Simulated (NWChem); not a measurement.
Molecule: CH$_{3}$ClOSi, singlet; SMILES CO[Si]Cl

```xyz
7

Si     1.1237     0.1022     0.0001
Cl    -0.4759     1.5053     0.0000
O      0.3205    -1.3359    -0.0002
C     -1.0158    -1.7716     0.0001
H     -1.7176    -0.9227    -0.0037
H     -1.1952    -2.3944    -0.8900
H     -1.1972    -2.3879     0.8943
```
Atoms are numbered in this order, from 1.

Program: NWChem. Low-valent species are run as closed-shell singlets; no triplet was tried in these runs. Structure relaxed at the PBE0/def2-SVP level. B3LYP is NWChem's, with the RPA form of VWN correlation. Ions are spin-unrestricted doublets at the neutral geometry; other ion states weren't tried.

For level B3LYP/def2-SVP:

```yaml
"−ε(HOMO) (eV)": 7.16
```

Question: What are these values for level PBE/def2-SVP?

Answer: 
| Quantity | Result |
|---|---|
| −ε(HOMO) (eV) | 6.26 |
